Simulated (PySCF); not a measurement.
System: difluoroboranyl(difluoro)borane, B2F4, net charge 0, singlet state. 
Geometry from a B3LYP-D3(BJ)/def2-TZVP (Ansatz) optimisation:
```xyz
6

F     -1.5495    -0.8754     0.7120
B     -0.8563    -0.0458    -0.0490
F     -1.5426     0.7102    -0.8889
B      0.8563     0.0458     0.0490
F      1.6339    -0.7156    -0.7017
F      1.4582     0.8808     0.8786
```
Charge 0, spin multiplicity 1.

Dispersion corrections to the total energy (kcal/mol) from the dftd3 and dftd4 libraries through PySCF: D3(BJ) without and D4 with the three-body term, each with the damping fitted for the functional named.

| functional | D3(BJ) | D4 |
|---|---|---|
| B2GP-PLYP | -1.12 | -0.87 |
| PW6B95 | -0.84 | -1.88 |
| PBE0 | -1.46 | ___ |
| revPBE | -4.37 | -7.02 |
| B3LYP | -3.01 | ___ |
| PBE | -1.70 | ___ |
| B2PLYP | -1.39 | -1.47 |

### Question
Fill in the missing entries.

### Answer

- PBE0, D4: -1.76
- B3LYP, D4: -3.38
- PBE, D4: -2.10
